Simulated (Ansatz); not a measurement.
Input and output for C3H6BNO (`BC(=C=N)OC`).

```yaml
crystal:
  periodic: [false, false, false]
  atoms:
    - {symbol: B, position_ang: [-0.186704, -1.299709, -1.674347]}
    - {symbol: C, position_ang: [0.027475, -0.355154, -0.518821]}
    - {symbol: C, position_ang: [-0.734413, -0.603181, 0.552266]}
    - {symbol: N, position_ang: [-1.347855, -0.962402, 1.532293]}
    - {symbol: O, position_ang: [0.907400, 0.691889, -0.582935]}
    - {symbol: C, position_ang: [1.032576, 1.449621, 0.594944]}
    - {symbol: H, position_ang: [0.425433, -1.150027, -2.689298]}
    - {symbol: H, position_ang: [-0.975421, -2.187480, -1.546587]}
    - {symbol: H, position_ang: [-2.294752, -0.616124, 1.669521]}
    - {symbol: H, position_ang: [1.770216, 2.225151, 0.395332]}
    - {symbol: H, position_ang: [0.079390, 1.921444, 0.868060]}
    - {symbol: H, position_ang: [1.373556, 0.830673, 1.433572]}
basis:
  gaussian: {orbitals: "6-31++G**"}
hamiltonian: {xc: {name: revPBE}, dispersion: d3bj}
accuracy: high
output: {forces: true}
```

```sh
$ ansatz run in.yaml --threads 4 --pin off --events-out ev --progress --plain --max-ram 10444MiB
```

Output, abridged:

```
Functional definition: revPBE
3261 factors; integrals over basis functions are off by at most 3.3e-9 eV
mean field evaluation 1: about -7406.1870 eV, gradient 6.9e1 eV
mean field evaluation 2: about -7390.1969 eV, gradient 1.0e2 eV
mean field evaluation 4: about -7417.7722 eV, gradient 1.2e1 eV
mean field evaluation 8: about -7418.1251 eV, gradient 8.3e-1 eV
mean field evaluation 16: about -7418.1214 eV, gradient 2.4e-4 eV
mean field -7418.12143820 eV, -272.6109346704 hartree, gradient 8.4e-8 eV, S^2 0.000000; 0 other end points of the search recorded, 0 dependent functions left out
reference -7418.12144757 eV, -272.6109350147 hartree; 22, 22 occupied and 128, 128 virtual orbitals, 3261 factors
Total energy: -7418.72512315 eV, -272.6331196833 hartree
Atom 0 at    -0.186704    -1.299709    -1.674347 Å, force    -0.039652    -0.157654    -0.181602 eV/Å
Atom 1 at     0.027475    -0.355154    -0.518821 Å, force     0.170793    -0.255871    -0.559936 eV/Å
Atom 2 at    -0.734413    -0.603181     0.552266 Å, force     0.307959     0.416510    -0.720377 eV/Å
Atom 3 at    -1.347855    -0.962402     1.532293 Å, force    -0.607791    -0.756454     1.563272 eV/Å
Atom 4 at     0.907400     0.691889    -0.582935 Å, force     0.534979     0.237895    -0.797757 eV/Å
Atom 5 at     1.032576     1.449621     0.594944 Å, force     0.069258     0.296739     0.432250 eV/Å
Atom 6 at     0.425433    -1.150027    -2.689298 Å, force     0.119331     0.031190    -0.200056 eV/Å
Atom 7 at    -0.975421    -2.187480    -1.546587 Å, force    -0.148127    -0.182121     0.001746 eV/Å
Atom 8 at    -2.294752    -0.616124     1.669521 Å, force    -0.461760     0.121863     0.124216 eV/Å
Atom 9 at     1.770216     2.225151     0.395332 Å, force     0.244918     0.256549    -0.069938 eV/Å
Atom 10 at     0.079390     1.921444     0.868060 Å, force    -0.306867     0.175796     0.113350 eV/Å
Atom 11 at     1.373556     0.830673     1.433572 Å, force     0.116959    -0.184442     0.294833 eV/Å
Dipole moment:    -0.279351     0.371646     0.417035 e Å
```

It took 6 s on 4 threads of an Arm Neoverse V2 on a shared host, with 0.61 GiB of host memory at the peak.
